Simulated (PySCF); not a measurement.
Simulation results for BF$_{2}$H$_{2}$Si

Calculation on a computer-drawn molecule: the log of a Hartree-Fock and frozen-core CCSD(T) single point meant for a local Hartree-Fock minimum, with one planted fault or none, to be diagnosed. Offsets are logged minus clean, where the clean run is the same molecule without the fault. The reference is restricted for singlets and unrestricted otherwise, and also for a bond in bohr or an excited solution. Adding or removing an electron swaps singlet and doublet. The excited solution moves the top pair (singlet) or top alpha electron (doublet) to the lowest empty orbital. Highest occupied and lowest empty are orbital energies over both spins, largest force is the largest gradient component, triples share is (T) over the correlation energy, the T1 limit is 0.02 restricted and 0.045 unrestricted, electrons count all cores, a negative frequency is imaginary (commonest isotopes), and the dipole is about the centre of nuclear charge. Program: PySCF 2.14.0.

Common to all runs: meant charge 0; meant multiplicity 2; meant basis cc-pV(D+d)Z; logged electrons 39; logged basis functions 75; logged SCF converged yes; logged CC converged yes; logged SCF stable within its kind yes; possible faults no fault, one electron removed, one electron added, multiplicity raised by two, geometry at a saddle point, SCF held on an excited solution, minimal basis STO-3G, one bond length entered in bohr, all coordinates scaled.

(1) BF$_{2}$H$_{2}$Si

Logged structure:
```xyz
6
BF2H2Si
F     -2.4239    -0.0771     2.7073
B     -1.3131    -0.5954     2.2111
F     -0.3571    -0.8724     3.0818
Si    -1.1278    -1.0351     0.2541
H     -1.9927    -0.2424    -0.6434
H      0.2640    -1.1091    -0.2348
```

| Quantity | Value |
| --- | --- |
| logged spin squared | 0.7616 |
| logged highest occupied | -9.2405 eV |
| logged lowest empty | 0.5869 eV |
| logged largest force | 2.714e-05 hartree/bohr |
| logged lowest frequency | 171.56 cm⁻¹ |
| logged T1 diagnostic | 0.015768 |
| logged D1 diagnostic | 0.055036 |
| logged triples share | 0.020639 |
| logged dipole magnitude | 1.3572 debye |
| logged energy HF | -513.74638 hartree |
| logged energy CCSD(T) | -514.32105 hartree |
| planted fault | no fault |
| HF energy offset from clean run | 0 kcal/mol |
| CCSD(T) energy offset from clean run | 0 kcal/mol |

Drawn bonds:
| atom | other atom | order |
| --- | --- | --- |
| 1 | 2 | 1 |
| 2 | 3 | 1 |
| 2 | 4 | 1 |
| 4 | 5 | 1 |
| 4 | 6 | 1 |

(2) BF$_{2}$H$_{2}$Si

Logged structure:
```xyz
6
BF2H2Si
F      1.7103    -1.1258     0.0000
B      1.0158     0.0000     0.0000
F      1.7103     1.1258     0.0000
Si    -0.9657     0.0000     0.0000
H     -1.7353     1.2511     0.0000
H     -1.7353    -1.2511     0.0000
```

| Item | Value |
| --- | --- |
| logged spin squared | 0.7646 |
| logged highest occupied | -8.5305 eV |
| logged lowest empty | 0.7166 eV |
| logged largest force | 1.813e-05 hartree/bohr |
| logged lowest frequency | -452.21 cm⁻¹ |
| logged T1 diagnostic | 0.014937 |
| logged D1 diagnostic | 0.054111 |
| logged triples share | 0.020807 |
| logged dipole magnitude | 1.5723 debye |
| logged energy HF | -513.74305 hartree |
| logged energy CCSD(T) | -514.31987 hartree |
| planted fault | ? |

Drawn bonds:
| atom | other atom | order |
| --- | --- | --- |
| 1 | 2 | 1 |
| 2 | 3 | 1 |
| 2 | 4 | 1 |
| 4 | 5 | 1 |
| 4 | 6 | 1 |

**Q.** Which fault was planted in the run of BF$_{2}$H$_{2}$Si (entry 2)?
**A.** geometry at a saddle point

Further results for BF$_{2}$H$_{2}$Si (entry 2):

| Property | Result |
| --- | --- |
| HF energy offset from clean run | 2.087 kcal/mol |
| CCSD(T) energy offset from clean run | 0.7402 kcal/mol |
